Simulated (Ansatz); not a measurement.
Li₃PS₄. The state is a singlet with charge 0. Geometry r2SCAN-D4/def2-SVP.

Cartesian coordinates in Å:
```
Li -2.3835 -0.4766 0.1267
Li 0.1412 2.4037 -0.3566
Li 0.7262 -0.9904 -2.1015
P 0.3838 -0.2372 0.5902
S -1.0065 -1.1082 1.7906
S 1.7443 -1.5413 -0.1719
S 1.2097 1.4456 1.3766
S -0.8152 0.5043 -1.2541
```

Another isomer (singlet) lies 0.02 eV lower at LDA (SPW92)/def2-TZVP; other spin states weren't run for this one.

Problem. Estimate the orbital energies around the gap (eV) in Ansatz with LDA (SPW92)/def2-TZVP, PBE-D4/def2-TZVP, r2SCAN-D4/def2-TZVP, B97M-V/def2-TZVP, PBE0-D4/def2-TZVP.

Solution. 
| orbital | LDA (SPW92)/def2-TZVP | PBE-D4/def2-TZVP | r2SCAN-D4/def2-TZVP | B97M-V/def2-TZVP | PBE0-D4/def2-TZVP |
| --- | --- | --- | --- | --- | --- |
| HOMO−5 | -5.96 | -5.78 | -6.03 | -6.06 | -6.95 |
| HOMO−4 | -5.96 | -5.78 | -6.03 | -6.06 | -6.95 |
| HOMO−3 | -5.91 | -5.74 | -5.98 | -6.01 | -6.81 |
| HOMO−2 | -5.56 | -5.39 | -5.62 | -5.66 | -6.52 |
| HOMO−1 | -5.56 | -5.39 | -5.62 | -5.66 | -6.52 |
| HOMO | -4.65 | -4.50 | -4.71 | -4.74 | -5.58 |
| LUMO | -2.03 | -1.81 | -1.62 | -1.59 | -1.13 |
| LUMO+1 | -1.66 | -1.58 | -1.04 | -1.43 | -0.90 |
| LUMO+2 | -1.08 | -1.07 | -0.44 | -0.95 | -0.55 |
| LUMO+3 | -1.08 | -1.07 | -0.44 | -0.95 | -0.55 |
| LUMO+4 | -0.88 | -0.65 | -0.35 | -0.33 | 0.17 |
| LUMO+5 | -0.26 | -0.06 | 0.44 | 0.04 | 0.54 |
